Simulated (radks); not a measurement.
Values are calculated unless marked as measured or tabulated.
Effect of the nuclear size on neutral ruthenium, [Kr] 4d7 5s1. Level of theory: Dirac Kohn-Sham, PBE, spin-unpolarised, spherical densities, finite nucleus; open shells fill j = l - 1/2 first; Fermi nuclear charge, rms radius 4.4809 fm (a radial shooting solver on a logarithmic mesh with Libxc functionals). The rms radius is varied about that value; shifts are against it.

| rms radius (fm) | total energy shift (eV) | density at nucleus (e/bohr^3) | 1s1/2 shift (meV) | 2s1/2 shift (meV) | 3p1/2 shift (meV) | 4s1/2 shift (meV) | 4p1/2 shift (meV) | 5s1/2 shift (meV) |
|---|---|---|---|---|---|---|---|---|
| 3.9342 | -0.446 | 1.118e+05 | -188 | -20.5 | 0.257 | -0.643 | 0.047 | -0.040 |
| 4.0866 | -0.327 | 1.113e+05 | -138 | -15.0 | 0.188 | -0.471 | 0.034 | -0.029 |
| 4.4809 | 0 | 1.101e+05 | 0.000 | 0.000 | 0.000 | 0.000 | 0.000 | 0.000 |
| 4.6333 | 0.133 | 1.096e+05 | 56.3 | 6.13 | -0.077 | 0.192 | -0.014 | 0.012 |
| 5.2964 | 0.760 | 1.079e+05 | 320 | 34.9 | -0.437 | 1.10 | -0.080 | 0.068 |

Slopes of the eigenvalues against <r^2> in GHz/fm^2, as finite differences over the two radii next to the reference (eigenvalue slopes, not the field-shift constants of lines): 1s1/2 9850, 2s1/2 1070, 3p1/2 -13.4, 4s1/2 33.7, 4p1/2 -2.45, 5s1/2 2.09.
